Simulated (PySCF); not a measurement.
Cost of excited-state runs on `C#C[C@H](CC)C(=S)CSC`, C8H12S2

Molfile (atoms numbered from 1):
```
C8H12S2
     RDKit          3D

 22 21  0  0  0  0  0  0  0  0999 V2000
   -2.2212   -1.9438    1.2513 C   0  0  0  0  0  0  0  0  0  0  0  0
   -1.5641   -1.0767    0.7529 C   0  0  0  0  0  0  0  0  0  0  0  0
   -0.7357   -0.0677    0.1077 C   0  0  2  0  0  0  0  0  0  0  0  0
   -1.4119    0.4643   -1.1601 C   0  0  0  0  0  0  0  0  0  0  0  0
   -2.6970    1.2114   -0.8329 C   0  0  0  0  0  0  0  0  0  0  0  0
    0.5972   -0.7228   -0.1438 C   0  0  0  0  0  0  0  0  0  0  0  0
    1.1091   -1.1647   -1.6239 S   0  0  0  0  0  0  0  0  0  0  0  0
    1.4611   -0.9074    1.0456 C   0  0  0  0  0  0  0  0  0  0  0  0
    2.2614    0.7181    1.3809 S   0  0  0  0  0  0  0  0  0  0  0  0
    3.5303    0.7038    0.0908 C   0  0  0  0  0  0  0  0  0  0  0  0
   -2.8219   -2.6781    1.6991 H   0  0  0  0  0  0  0  0  0  0  0  0
   -0.5842    0.7565    0.8185 H   0  0  0  0  0  0  0  0  0  0  0  0
   -1.6282   -0.3729   -1.8264 H   0  0  0  0  0  0  0  0  0  0  0  0
   -0.7137    1.1305   -1.6717 H   0  0  0  0  0  0  0  0  0  0  0  0
   -2.4927    2.0651   -0.1893 H   0  0  0  0  0  0  0  0  0  0  0  0
   -3.1647    1.5740   -1.7449 H   0  0  0  0  0  0  0  0  0  0  0  0
   -3.3981    0.5549   -0.3221 H   0  0  0  0  0  0  0  0  0  0  0  0
    2.2490   -1.6416    0.8858 H   0  0  0  0  0  0  0  0  0  0  0  0
    0.8879   -1.1391    1.9429 H   0  0  0  0  0  0  0  0  0  0  0  0
    3.9928    1.6849    0.0969 H   0  0  0  0  0  0  0  0  0  0  0  0
    3.0664    0.5158   -0.8749 H   0  0  0  0  0  0  0  0  0  0  0  0
    4.2678   -0.0614    0.3166 H   0  0  0  0  0  0  0  0  0  0  0  0
  1  2  3  0
  2  3  1  0
  3  4  1  0
  4  5  1  0
  3  6  1  0
  6  7  2  0
  6  8  1  0
  8  9  1  0
  9 10  1  0
  1 11  1  0
  3 12  1  1
  4 13  1  0
  4 14  1  0
  5 15  1  0
  5 16  1  0
  5 17  1  0
  8 18  1  0
  8 19  1  0
 10 20  1  0
 10 21  1  0
 10 22  1  0
M  END
```

PySCF with density fitting, on 1 thread of an Arm Neoverse N1, shared host. Command: `OMP_NUM_THREADS=1 python excited_run.py task.json out`

How long does this run take, and how much memory?
- vibronic structure, B3LYP/6-31G*; full response; writes grids


```tsv
run	level	basis functions	wall time	peak memory (GiB)
vibronic structure	B3LYP/6-31G*	172	2.5 min	1.1
```
Times from a shared host are rough.
